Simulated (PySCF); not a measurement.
C4H9S, SMILES C[CH]SCC, doublet (PBE0/def2-SVP optimised geometry):

```
14

C     -2.307     1.558    -0.087
C     -0.894     1.106     0.000
S     -0.549    -0.586     0.000
C      1.269    -0.586     0.000
C      1.793    -2.008     0.055
H     -2.828     1.544     0.892
H     -2.362     2.593    -0.462
H     -2.894     0.923    -0.771
H     -0.115     1.779     0.374
H      1.613    -0.068    -0.909
H      1.613    -0.004     0.871
H      2.894    -2.009     0.054
H      1.454    -2.593    -0.813
H      1.453    -2.524     0.965
```

Method: unrestricted PBE0/def2-TZVP (PySCF).

Task: What are the frontier orbital energies (α orbitals alone; a β orbital can be the lowest empty one) and the dipole moment?

Result: HOMO-2 -8.95 eV, HOMO-1 -7.95 eV, HOMO -4.70 eV, LUMO 0.69 eV, LUMO+1 1.41 eV; dipole moment 1.33 D.

On the same geometry PySCF 2.14.0 with unrestricted PBE/def2-TZVP gives HOMO-2 -7.67 eV, HOMO-1 -6.56 eV, HOMO -3.45 eV, LUMO -0.26 eV, LUMO+1 0.59 eV; dipole moment 1.28 D.

Meta-Löwdin charges at PBE0/def2-TZVP: C1 -0.34, C2 -0.30, S3 0.15, C4 -0.26, C5 -0.34, H6 0.12, H7 0.13, H8 0.12, H9 0.12, H10 0.12, H11 0.12, H12 0.12, H13 0.12, H14 0.12.
